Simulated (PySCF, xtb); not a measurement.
Ta(O)(F)(OH)2 (FH₂O₃Ta), SMILES [F][Ta](=[O])([OH])[OH], multiplicity 1. The values are those of a single conformer.

Harmonic wavenumbers (cm⁻¹) from GFN2-xTB (xtb) at its own minimum, in rising order: 122, 125, 160, 164, 196, 356, 379, 388, 397, 441, 531, 549, 779, 3620, 3628.

Q: What does PBE-D3(BJ)/def2-SVP (PySCF) give at its own minimum? (An estimate is asked for; the answer gives what the named calculation found.)

A: 165, 173, 184, 219, 220, 360, 361, 504, 512, 665, 709, 710, 965, 3782, 3786. Paired by order, the mean absolute difference is 101 cm⁻¹ and the zero-point energies are 16.9 and 19.0 kcal/mol.
